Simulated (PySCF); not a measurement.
A calculated (PBE0, PySCF 2.14, ANO-RCC-VTZP, scalar relativity by spin-free X2C-1e) atom or ion has these occupied shells.

```csv
shell,electrons,orbital energy (eV),"rms radius, mean of both spins (bohr)"
1s β,1,-4425.3,0.0844
1s α,1,-4425.3,0.0844
2s α,1,-480.30,0.372
2s β,1,-479.91,0.372
2p α,3,-391.56,0.341
2p β,3,-391.23,0.341
3s α,1,-53.623,1.17
3s β,1,-51.929,1.17
3p α,3,-31.141,1.30
3p β,3,-29.194,1.30
3d α,3,-0.979,2.86
```

(1) Name the element and its charge.

## Answers

(1) Sc (scandium, neutral), in [Ar] 3d3, high-spin 4F determinant (an excited configuration).
